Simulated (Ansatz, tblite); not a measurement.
Cost and result up the ladder for `O[Si](O)(O)CCCCc1c(F)c(F)c(F)c(F)c1F` (30 atoms). The state is a singlet with charge 0. Geometry: r2SCAN-D4/def2-SVP.

Cartesian coordinates in Å:
```
O 2.9971 2.5714 2.8220
Si 3.0860 0.9147 2.8153
O 4.7199 0.5965 2.8818
O 2.2422 0.3356 4.1196
C 2.2694 0.1420 1.3327
C 0.7915 0.5258 1.1953
C 0.1216 -0.0780 -0.0351
C -1.3609 0.3030 -0.1427
C -2.0190 -0.2811 -1.3602
C -2.0424 0.4038 -2.5792
F -1.5065 1.6248 -2.6610
C -2.6188 -0.1411 -3.7285
F -2.6337 0.5411 -4.8692
C -3.1748 -1.4216 -3.6750
F -3.7224 -1.9548 -4.7603
C -3.1598 -2.1371 -2.4750
F -3.6892 -3.3553 -2.4227
C -2.5761 -1.5638 -1.3435
F -2.5633 -2.2732 -0.2116
H 3.8179 3.0234 2.5943
H 4.9859 -0.3292 2.8410
H 2.3833 0.8079 4.9491
H 2.8293 0.4396 0.4261
H 2.3675 -0.9586 1.4007
H 0.7016 1.6273 1.1576
H 0.2480 0.2098 2.1041
H 0.6478 0.2531 -0.9490
H 0.2106 -1.1794 -0.0070
H -1.8951 -0.0466 0.7556
H -1.4576 1.4001 -0.1751
```

Ansatz on 2 threads of AMD EPYC 7R13 on a shared host and a share (18 GiB) of an NVIDIA H100 80GB HBM3; xTB runs through tblite on one thread. Times are rough, summed over both states, and most runs start from the orbitals of an earlier one. PBE0-D4/def2-TZVP serves as the yardstick here, not as an exact answer. The other state is a doublet.

The xTB rows come from tblite. Single mean-field runs in def2-TZVP are fitted with def2-universal-jkfit.

Run but left out: PBE-D4/def2-TZVP (charge +1 doublet: an occupied level 0.06 eV above an empty one).

Raw xTB energies of ions are shifted by several eV.

```
                          level  functions  wall time  vertical IE (eV)  difference from PBE0-D4/def2-TZVP (eV)
                       GFN2-xTB         92    0.093 s             13.47                                    4.41
                       GFN1-xTB        103     0.11 s             14.04                                    4.99
             BHLYP-D4/def2-TZVP        661       17 s              9.37                                    0.31
PBE0-D4/def2-TZVP (with forces)        661       20 s              9.06                                    0.00
```
